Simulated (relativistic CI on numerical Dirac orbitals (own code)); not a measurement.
# Calculated levels, Co¹⁰⁺

Calculated at this level of theory: Dirac-Coulomb-Breit CI, orbitals from a KLI potential per configuration, model QED (radiative potential, 1s self-energy scaled to tabulated hydrogen-like ionisation energies), valence Slater integrals scaled by 0.9, P86 correlation estimate, and configurations built on the next ion tied to the tabulated ionisation energy (semi-empirical) (own radial code, finite nucleus).

Configurations in the expansion (outside the closed core [Ne]): 3s2.3p5, 3s2.3p4.3d, 3s2.3p4.4s, 3s2.3p4.4p, 3s2.3p4.4d, 3s2.3p4.5s, 3s2.3p4.4f, 3s.3p6, 3s2.3p3.3d2, 3s.3p5.3d, 3p5.3d2, 3p6.3d, 3s.3p4.3d2, 3s2.3p3.3d.4s, 3s2.3p3.3d.4p, 3p6.4s, 3p6.4p, 3s.3p4.3d.4s, 3s.3p5.4s, 3s.3p4.3d.4p, 3s.3p5.4p, 3p5.3d.4s, 3s.3p5.4d, 3s2.3p4.5p. Levels of other configurations are missing.

The lowest level is 3s2.3p5 2P°_3/2, with 97 % of that term; Hund's rules for 3s2.3p5 give 2P° with J = 3/2, in agreement.

```csv
No.,Configuration,Term,J,E (cm⁻¹),%,Next component (%),Landé g,jj configuration (%)
1,3s2.3p5,2P°,3/2,0,97,2 3s2.3p3.3d2 2P°,1.333,3p3/2^3 (97)
2,3s2.3p5,2P°,1/2,19351,97,2 3s2.3p3.3d2 2P°,0.665,3p1/2 3p3/2^4 (97)
3,3s.3p6‡,2S,1/2,320715,72,26 3s2.3p4.3d 2S,2.001,3s (72)
4,3s2.3p4.3d,4D,5/2,409511,93,3 2D,1.364,3p3/2^2 3d3/2 (44)
5,3s2.3p4.3d,4D,7/2,409770,95,2 4F,1.421,3p3/2^2 3d5/2 (53)
6,3s2.3p4.3d,4D,3/2,410992,92,3 2D,1.196,3p3/2^2 3d3/2 (57)
7,3s2.3p4.3d,4D,1/2,413059,93,5 2P,0.056,3p1/2 3p3/2^3 3d3/2 (59)
8,3s2.3p4.3d,4F,9/2,439511,93,6 2G,1.320,3p3/2^2 3d5/2 (86)
9,3s2.3p4.3d,2P,1/2,441085,91,5 4D,0.670,3p3/2^2 3d5/2 (40)
10,3s2.3p4.3d,4F,7/2,445564,85,7 2F,1.217,3p3/2^2 3d3/2 (52)
11,3s2.3p4.3d,2P,3/2,450414,74,18 4P,1.381,3p3/2^2 3d3/2 (37)
12,3s2.3p4.3d,4F,5/2,450698,95,1 4D,1.032,3p1/2 3p3/2^3 3d3/2 (61)
13,3s2.3p4.3d,4F,3/2,452179,78,19 2D,0.489,3p1/2 3p3/2^3 3d3/2 (46)
14,3s2.3p4.3d,4P,1/2,454291,95,3 2P,2.603,3p3/2^2 3d3/2 (42)
15,3s2.3p4.3d,2D,3/2,456173,64,17 4P,0.902,3p3/2^2 3d5/2 (44)
16,3s2.3p4.3d,4P,3/2,461507,61,21 2P,1.498,3p1/2 3p3/2^3 3d5/2 (76)
17,3s2.3p4.3d,4P,5/2,463484,80,16 2D,1.518,3p1/2 3p3/2^3 3d5/2 (55)
18,3s2.3p4.3d,2F,7/2,463766,66,22 2G,1.100,3p1/2 3p3/2^3 3d5/2 (36)
19,3s2.3p4.3d,2D,5/2,467127,76,15 4P,1.253,3p1/2 3p3/2^3 3d5/2 (59)
20,3s2.3p4.3d,2G,7/2,477151,71,27 2F,0.960,3p1/2 3p3/2^3 3d3/2 (90)
21,3s2.3p4.3d,2G,9/2,477703,93,6 4F,1.124,3p1/2 3p3/2^3 3d5/2 (86)
22,3s2.3p4.3d,2F,5/2,478779,93,5 2D,0.879,3p1/2 3p3/2^3 3d3/2 (36)
23,3s2.3p4.3d,2F,5/2,505505,94,3 2D,0.870,3p1/2 3p3/2^3 3d3/2 (32)
24,3s2.3p4.3d,2F,7/2,510454,97,2 3s.3p4.3d2 2F,1.141,3p1/2 3p3/2^3 3d5/2 (82)
25,3s2.3p4.3d,2D,3/2,541223,95,2 4F,0.801,3p3/2^2 3d3/2 (44)
26,3s2.3p4.3d,2D,5/2,547341,93,3 2F,1.195,3p3/2^4 3d5/2 (48)
27,3s2.3p4.3d,2S,1/2,573871,71,24 3s.3p6 2S,1.991,3p1/2 3p3/2^3 3d3/2 (27)
28,3s2.3p4.3d,2P,3/2,603945,91,8 2D,1.289,3p1/2 3p3/2^3 3d3/2 (46)
29,3s2.3p4.3d,2D,5/2,610601,98,1 3s.3p4.3d2 2D,1.199,3p3/2^2 3d5/2 (55)
30,3s2.3p4.3d,2P,1/2,611404,98,1 3s.3p4.3d2 2P,0.678,3p1/2 3p3/2^3 3d5/2 (60)
```

Energies count from the lowest computed level; ° marks odd parity. Filled j subshells are mostly left out of the jj labels. ‡ marks configurations that were not tied to measured data.

The mean weight of the leading LS term, summed over parents, in these 30 levels is 86 %, and that of the leading jj configuration (from the same eigenvectors) 57 %, so LS coupling describes them better.

Configurations that consist of the next ion and one excited electron were tied to the tabulated ionisation energy; Rydberg ones are usually within 1,000 to 3,000 cm⁻¹ and the lowest ones within about 6,000 (9,000 in d shells), while levels on excited terms of the next ion carry the error of that term, and the other configurations can be misplaced by 10,000 cm⁻¹ or more. Rates follow the energies as ν³ (E1, M1) or ν⁵ (E2), so rates, branching and lifetimes can be off by large factors.
